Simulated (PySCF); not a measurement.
## Low-lying terms of Ne (neon, neutral)

Ground state [Ne], ¹S. All numbers are calculated (PySCF 2.14, scalar relativity by spin-free X2C-1e, in aug-cc-pVTZ-DK with one added diffuse shell each of s, p, d, f type (6s5p4d3f, 62 functions)). Vertical excitation energies in eV without spin-orbit coupling; excited terms of each kind are numbered among those the solver found. Frozen: 1s2.

```
 term  leading excitation  EOM-EE-CCSD
1 3P°              2p → s       16.376
1 1P°              2p → s       16.579
 1 3S              2p → p       18.103
 1 3D              2p → p       18.321
 1 1D              2p → p       18.385
 1 3P              2p → p       18.427
 1 1P              2p → p       18.431
 1 1S              2p → p       18.731
 2 3S              2p → p       21.745
 2 1D              2p → p       22.360
2 3P°              2p → s       22.530
2 1P°              2p → s       22.932
```

Only the lower part of the computed list is shown. The solver can miss terms. Rydberg members are limited by the diffuse functions of the basis.
